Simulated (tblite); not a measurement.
C2H6BF2NSi.
SMILES with atom numbers: `[CH3:1]/[N:2]=[CH:3]\[SiH2:4][B:5]([F:6])[F:7]` (hydrogens: H8, H9, H10 on C1; H11 on C3; H12, H13 on Si4)

Computed with GFN2-xTB (tblite), gas phase: L-BFGS steps from a force-field or distance-geometry start until the largest atomic force falls under 0.01 eV/Å.

Step 8: E = -618.6241 eV
```
atom  x, y, z in Å  |  force x, y, z in eV/Å
C1     -1.6287   -0.6327    0.7403    0.009  -0.044   0.048
N2     -1.7338    0.2118   -0.4110    0.014   0.005  -0.018
C3     -0.7524    0.8854   -0.8198   -0.080  -0.005   0.043
Si4     1.0149    0.9743   -0.1002    0.129  -0.173   0.016
B5      1.8689   -0.7795   -0.3899    0.037  -0.023   0.010
F6      2.2932   -1.5668    0.5803    0.016  -0.109   0.131
F7      2.0836   -1.3140   -1.5767    0.005  -0.025  -0.127
H8     -0.8836   -1.4232    0.5955    0.002   0.030  -0.043
H9     -2.6019   -1.0912    0.9121    0.001  -0.007  -0.010
H10    -1.3368   -0.0692    1.6307   -0.014   0.033  -0.005
H11    -0.9556    1.4776   -1.7040   -0.049   0.068  -0.093
H12     1.7376    2.0376   -0.8010   -0.086   0.131   0.004
H13     0.8902    1.2904    1.3259    0.016   0.118   0.045
```

Step 9: E = -618.6281 eV
```
atom  x, y, z in Å  |  force x, y, z in eV/Å
C1     -1.6295   -0.6339    0.7419    0.017  -0.006   0.003
N2     -1.7332    0.2109   -0.4095   -0.031   0.012  -0.035
C3     -0.7541    0.8868   -0.8182   -0.037   0.005   0.014
Si4     1.0156    0.9761   -0.0985    0.162  -0.217   0.002
B5      1.8740   -0.7864   -0.3896    0.009   0.022   0.021
F6      2.2954   -1.5770    0.5819   -0.013  -0.050   0.048
F7      2.0862   -1.3198   -1.5794   -0.004   0.006  -0.036
H8     -0.8814   -1.4203    0.5919   -0.013   0.007  -0.012
H9     -2.6047   -1.0915    0.9097    0.046  -0.003   0.010
H10    -1.3357   -0.0659    1.6288   -0.030   0.002   0.012
H11    -0.9601    1.4773   -1.7048   -0.029   0.049  -0.049
H12     1.7319    2.0462   -0.8007   -0.099   0.081   0.024
H13     0.8913    1.2980    1.3290    0.022   0.093  -0.002
```

Question: Estimate the geometry and energy of step 10. (The exact step hangs on the optimiser's Hessian estimate; all steps are aligned on step 9, rigid shifts and turns removed.)

Answer: E = -618.6307 eV, largest force 0.205 eV/Å
```
atom  x, y, z in Å  |  force x, y, z in eV/Å
C1     -1.6297   -0.6347    0.7428    0.017   0.026  -0.034
N2     -1.7336    0.2104   -0.4090   -0.043   0.027  -0.034
C3     -0.7559    0.8881   -0.8171    0.015   0.007  -0.016
Si4     1.0190    0.9738   -0.0971    0.118  -0.167  -0.010
B5      1.8781   -0.7916   -0.3892    0.004   0.025   0.024
F6      2.2965   -1.5848    0.5834   -0.030  -0.015  -0.011
F7      2.0879   -1.3236   -1.5814   -0.006   0.021   0.027
H8     -0.8801   -1.4182    0.5891   -0.015  -0.012   0.008
H9     -2.6057   -1.0919    0.9082    0.063  -0.008   0.024
H10    -1.3356   -0.0636    1.6276   -0.037  -0.017   0.020
H11    -0.9638    1.4778   -1.7061   -0.006   0.024   0.006
H12     1.7259    2.0537   -0.8000   -0.109   0.025   0.044
H13     0.8925    1.3051    1.3310    0.030   0.064  -0.049
```

The energy changes by -0.0026 eV. The first-order estimate −F·Δx gives -0.0036 eV and the mean of the old and new forces, exact on a quadratic surface, -0.0026 eV. The step makes an angle of 56° with the force vector and moves no atom by more than 0.010 Å.

The cost below is that of the whole relaxation. Hardware: an Arm Neoverse V2 with one thread (shared host). Cost: 0.47 s wall.
